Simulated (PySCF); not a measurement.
1,2-dibromopropane, C₃H₆Br₂.
Geometry (PBE0-D3(BJ)/def2-TZVP, Å), atoms numbered from 1 in this order:
```xyz
11
C3H6Br2 angstrom
C      0.9507   -0.5956    0.6869
C      0.2350    0.5266   -0.0196
Br     1.3532    1.1935   -1.4956
C     -1.0817    0.1485   -0.6480
Br    -2.3907   -0.3121    0.7242
H      1.1300   -1.4301    0.0063
H      0.3372   -0.9503    1.5184
H      1.9085   -0.2571    1.0807
H      0.1079    1.3926    0.6287
H     -0.9870   -0.7253   -1.2896
H     -1.5167    0.9740   -1.2038
```

The calculation used PBE0-D3(BJ)/def2-TZVP geometry optimisation, gas phase (PySCF).

Take the most abundant isotopes and a rigid rotor. The values belong to one conformer with, in the numbering `[CH3:1][C@@H:2]([Br:3])[CH2:4][Br:5]`, C1–C2–C4–Br5 67°.

Problem. What are A, B and C (MHz)?

Solution. Ia = 80.28, Ib = 854.57, Ic = 916.58 u·Å²; 505379 MHz·u·Å²/I gives A = 6295, B = 591.4, C = 551.4 MHz.

Problem. Classify the top.

Solution. A near-prolate asymmetric top. Ray's parameter κ = (2B − A − C)/(A − C) = -0.986; −1 is the prolate and +1 the oblate limit.

Problem. What does the inertial defect say?

Solution. Not planar: Δ = Ic − Ia − Ib = -18.27 u·Å². For a rigid frame Δ = −2 Σ m c², so Σ m c² = 9.13 u·Å² lies off the ab plane: 5.79 from hydrogen and 3.35 from heavier atoms. The atom farthest from that plane is 1.46 Å away.

Problem. Where do the levels up to J = 3 lie, in MHz?

Solution. Above 0(0,0):
J = 1: 1(0,1) 1143, 1(1,1) 6846, 1(1,0) 6886
J = 2: 2(0,2) 3428, 2(1,2) 9092, 2(1,1) 9212, 2(2,1) 26323, 2(2,0) 26323
J = 3: 3(0,3) 6856, 3(1,3) 12460, 3(1,2) 12700, 3(2,2) 29751, 3(2,1) 29752, 3(3,1) 58369, 3(3,0) 58369
Those of J = 1 are B + C, A + C and A + B.

Problem. Which types of transition are allowed, and where do some lines up to J = 3 fall?

Solution. The dipole components are |μa| = 0.00 D, |μb| = 0.58 D, |μc| = 0.09 D. The squared components, which scale the intensities, stand as 0.00 : 1.00 : 0.02 (a : b : c). Some lines, for components of 0.1 D or more:

| type | branch | J(Ka,Kc) | MHz | lower level (cm⁻¹) |
| --- | --- | --- | --- | --- |
| b | Q | 1(1,0) ← 1(0,1) | 5744 | 0.038 |
| b | Q | 2(1,1) ← 2(0,2) | 5784 | 0.114 |
| b | Q | 3(1,2) ← 3(0,3) | 5845 | 0.229 |
| b | R | 1(1,1) ← 0(0,0) | 6846 | 0.000 |
| b | R | 2(1,2) ← 1(0,1) | 7949 | 0.038 |
| b | R | 3(1,3) ← 2(0,2) | 9032 | 0.114 |
| b | Q | 3(2,1) ← 3(1,2) | 17052 | 0.424 |
| b | Q | 2(2,0) ← 2(1,1) | 17111 | 0.307 |
| b | Q | 2(2,1) ← 2(1,2) | 17231 | 0.303 |
| b | Q | 3(2,2) ← 3(1,3) | 17291 | 0.416 |
| b | R | 2(2,1) ← 1(1,0) | 19436 | 0.230 |
| b | R | 2(2,0) ← 1(1,1) | 19477 | 0.228 |
| b | R | 3(2,2) ← 2(1,1) | 20539 | 0.307 |
| b | R | 3(2,1) ← 2(1,2) | 20660 | 0.303 |
| b | Q | 3(3,0) ← 3(2,1) | 28617 | 0.992 |
| b | Q | 3(3,1) ← 3(2,2) | 28618 | 0.992 |
| b | R | 3(3,1) ← 2(2,0) | 32046 | 0.878 |
| b | R | 3(3,0) ← 2(2,1) | 32046 | 0.878 |

Problem. Estimate the classical rotational partition function at 25 K, 100 K and 298.15 K.

Solution. Point group C1, symmetry number σ = 1; q = (√π/σ)·√((kT/h)³/(ABC)), k/h = 20836.6 MHz/K: 14700 at 25 K, 118000 at 100 K, 606000 at 298.15 K.

Stationary, but not proved a minimum. Zero-point vibration and centrifugal distortion are left out. A rigid rotor knows nothing of internal rotation, which can split or shift real lines. Quadrupole hyperfine structure (79Br) is left out.

Hardware: Intel Xeon Platinum 8259CL at 2.50 GHz, 2 threads, no GPU, shared host with 96 logical CPUs at a one-minute load of 58. Cost: 4.1 min wall, 9.5 min CPU, 1.2 GiB resident at most. These figures are those of the optimisation.
